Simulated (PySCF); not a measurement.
# Atomic charges against the basis set

Compound: C3H8BFO.
Atom-mapped SMILES: `[BH3-:1][O+:2]1[CH2:3][CH2:4][C@@H:5]1[F:6]` (hydrogens: H7, H8, H9 on B1; H10, H11 on C3; H12, H13 on C4; H14 on C5)

Cartesian coordinates in Å at the PBE0-D3(BJ)/def2-SVP level; atoms count from 1:
```xyz
14
C3H8BFO angstrom
B      2.581    0.257    0.142
O      1.023    0.587    0.482
C      0.253    1.488   -0.357
C     -0.931    0.523   -0.307
C      0.022   -0.435    0.395
F     -0.347   -0.841    1.612
H      2.543   -0.126   -1.026
H      3.139    1.328    0.304
H      2.863   -0.608    0.952
H      0.148    2.468    0.126
H      0.744    1.584   -1.335
H     -1.745    0.837    0.360
H     -1.332    0.183   -1.268
H      0.412   -1.292   -0.175
```

PBE0 throughout (PySCF), one geometry, spherical d and f functions. Geometry: PBE0-D3(BJ)/def2-SVP, one conformer, isolated molecule. Atoms taken as equivalent share a column and are averaged. The first 7 of 12 kinds of atom are listed.

Mulliken charges (e):

```
        basis  functions      B1      O2      C3      C4      C5      F6  H7/H8/H9
     pcSseg-0         70  -0.139  -0.705  -0.055  -0.692  +0.531  -0.328    -0.024
       6-31G*        100  -0.066  -0.457  -0.059  -0.507  +0.500  -0.295    -0.064
      cc-pVDZ        124  -0.120  -0.246  +0.163  -0.161  +0.383  -0.170    -0.074
     def2-SVP        124  -0.107  -0.346  +0.213  -0.188  +0.425  -0.194    -0.074
6-311+G(2d,p)        210  -0.131  -0.272  -0.138  -0.249  +0.346  -0.280    -0.035
  aug-cc-pVDZ        210  -2.459  -0.700  +1.119  +0.608  +1.362  -0.476    +0.738
    def2-TZVP        234  -0.327  +0.014  -0.073  -0.215  +0.191  -0.166    -0.031
     IGLO-III        290  +0.011  -0.146  -0.065  -0.216  +0.263  -0.223    -0.097
      cc-pVTZ        292  -0.338  -0.078  +0.024  -0.246  +0.303  -0.156    -0.021
     pcSseg-2        328  +0.015  -0.351  +0.192  -0.119  +0.466  -0.250    -0.095
```

IAO charges (e):

| basis | functions | B1 | O2 | C3 | C4 | C5 | F6 | H7/H8/H9 |
| --- | --- | --- | --- | --- | --- | --- | --- | --- |
| pcSseg-0 | 70 | -0.318 | -0.194 | -0.067 | -0.331 | +0.335 | -0.241 | -0.022 |
| 6-31G* | 100 | -0.287 | -0.194 | -0.050 | -0.313 | +0.378 | -0.266 | -0.030 |
| cc-pVDZ | 124 | -0.312 | -0.188 | -0.049 | -0.314 | +0.377 | -0.267 | -0.023 |
| def2-SVP | 124 | -0.302 | -0.187 | -0.042 | -0.308 | +0.379 | -0.268 | -0.028 |
| 6-311+G(2d,p) | 210 | -0.313 | -0.192 | -0.054 | -0.317 | +0.377 | -0.281 | -0.022 |
| aug-cc-pVDZ | 210 | -0.315 | -0.190 | -0.053 | -0.317 | +0.378 | -0.280 | -0.022 |
| def2-TZVP | 234 | -0.310 | -0.194 | -0.051 | -0.319 | +0.384 | -0.281 | -0.023 |
| IGLO-III | 290 | -0.311 | -0.193 | -0.053 | -0.319 | +0.380 | -0.281 | -0.023 |
| cc-pVTZ | 292 | -0.311 | -0.193 | -0.052 | -0.320 | +0.383 | -0.278 | -0.023 |
| pcSseg-2 | 328 | -0.308 | -0.194 | -0.052 | -0.319 | +0.383 | -0.281 | -0.024 |

Some averages cover members that differ in this geometry, most widely: H7/H8/H9, Mulliken in aug-cc-pVDZ +0.692 to +0.766; H7/H8/H9, Mulliken in cc-pVDZ -0.096 to -0.060; H7/H8/H9, Mulliken in 6-31G* -0.087 to -0.050; H7/H8/H9, Mulliken in IGLO-III -0.117 to -0.083 e.

Task: Which scheme is steadiest as the basis changes?

Result: Largest range over the bases for any column: IAO 0.05 e, Mulliken 2.47 e. IAO charges move least and Mulliken charges most, counted in e.

Task: How much do the charges still move between the two largest bases, cc-pVTZ and pcSseg-2?

Result: At most, over all atoms: Mulliken 0.353 e, IAO 0.003 e.

Task: What do the same runs give for the total energy, the frontier levels and the dipole moment?

Result: 
```csv
basis,energy (Eh),HOMO (eV),LUMO (eV),μ (D)
pcSseg-0,-317.8925,-7.89,0.83,6.03
6-31G*,-318.6279,-7.64,1.32,5.54
cc-pVDZ,-318.6499,-7.74,1.08,5.44
def2-SVP,-318.3977,-7.77,1.04,5.57
"6-311+G(2d,p)",-318.7313,-7.90,0.01,5.43
aug-cc-pVDZ,-318.6730,-7.88,-0.32,5.37
def2-TZVP,-318.7614,-7.89,0.67,5.41
IGLO-III,-318.7680,-7.90,0.39,5.39
cc-pVTZ,-318.7502,-7.88,0.74,5.39
pcSseg-2,-318.7616,-7.91,0.27,5.42
```

The dipole is fixed by the density alone, so its range of 0.66 D shows that the density itself changes with the basis, not only its division among atoms.
